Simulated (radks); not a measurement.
Question: Ni4+, 24 electrons, occupied as [Ar] 3d6. Method: Dirac Kohn-Sham, PBE, spin-unpolarised, spherical densities, point nucleus; open shells fill j = l - 1/2 first; computed with a radial shooting solver on a logarithmic mesh with Libxc functionals. Some entries of the table are withheld. Estimate them.

orbital  occ.  eigenvalue (hartree)  r(max) (bohr)  <1/r> (bohr^-1)
1s1/2       2                   (1)        0.03540            28.09
2s1/2       2             -38.45423         0.2046            6.098
2p1/2       2             -33.84272            (2)            6.049
2p3/2       4             -33.20048            (3)            5.923
3s1/2       2              -6.35761            (4)            1.953
3p1/2       2                   (5)         0.6365              (6)
3p3/2       4                   (7)         0.6438              (8)
3d3/2       4                   (9)         0.6057            1.527
3d5/2       2                  (10)         0.6080            1.520

Answer: 
(1) 1s1/2 eigenvalue (hartree): -304.0734
(2) 2p1/2 r(max) (bohr): 0.1631
(3) 2p3/2 r(max) (bohr): 0.1657
(4) 3s1/2 r(max) (bohr): 0.6360
(5) 3p1/2 eigenvalue (hartree): -4.93953
(6) 3p1/2 <1/r> (bohr^-1): 1.834
(7) 3p3/2 eigenvalue (hartree): -4.85437
(8) 3p3/2 <1/r> (bohr^-1): 1.806
(9) 3d3/2 eigenvalue (hartree): -2.52108
(10) 3d5/2 eigenvalue (hartree): -2.51013
